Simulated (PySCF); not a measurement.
## Peak assignment

Numbering as in the mapped SMILES `[O:1]=[CH:2][c:3]1[cH:4][cH:5][cH:6][cH:7][c:8]1[O:9][SiH3:10]`. Each H is labelled by its parent atom.

PySCF 2.14 calculation with shielding tensors at PBE0/pcSseg-1 (GIAO) and coordinates at the GFN2-xTB level; non-relativistic Hamiltonian, one averaged value for each set of equivalent atoms, no solvent, one conformer.

Chemical shifts δ = σref − σ; $^{13}$C (σ = 186.93 ppm), $^{1}$H (σ = 31.72 ppm) against TMS, all at this level.

Question: Assign these signals to the numbered atoms. $^{13}$C{$^{1}$H} NMR (computed): δ 192.8, 165.2, 141.2, 135.6, 130.2, 126.8, 119.9.

Answer: 
```tsv
δ (ppm)	atoms	environment	reason
192.8	C2	aldehyde carbonyl carbon	the double bond to the heteroatom, with no lone-pair donor beside it, deshields it most
165.2	C8	aromatic carbon bearing oxygen	the electronegative substituent deshields the carbon that carries it
141.2	C6	aromatic CH	–
135.6	C4	aromatic CH	the aromatic region
130.2	C3	substituted aromatic carbon	–
126.8	C5	aromatic CH	the aromatic region
119.9	C7	aromatic CH	–
```

Question: Assign these signals to the numbered atoms. $^{1}$H NMR (300 MHz, computed): δ 10.83 (s, 1H), 8.42 (d, 1H), 7.78 (m, 1H), 7.41 (m, 1H), 6.89 (d, 1H), 5.26 (s, 3H).

Answer: 
```tsv
δ (ppm)	atoms	environment	reason
10.83	H(C2)	hydrogen on an aldehyde carbonyl carbon	the C=O anisotropy and electron withdrawal place aldehyde protons far downfield
8.42	H(C4)	hydrogen on an aromatic CH	ring current plus the deshielding of an ortho carbonyl group
7.78	H(C6)	hydrogen on an aromatic CH	–
7.41	H(C5)	hydrogen on an aromatic CH	–
6.89	H(C7)	hydrogen on an aromatic CH	–
5.26	H(Si10)	hydrogen on a silicon bonded to O	–
```

Shifts are as computed. Against solution values, carbons near 30 ppm lie about +3 ppm off and those near 130 ppm about +5 ppm. Of 1211 compounds with measured shifts, 218 miss one by over three times the rms of a fit or turn the order of signals round; such compounds aren't used in these exercises. Multiplicities follow the n + 1 count of equivalent neighbours, as no J values were calculated; m marks all less simple cases, F and P coupling included.
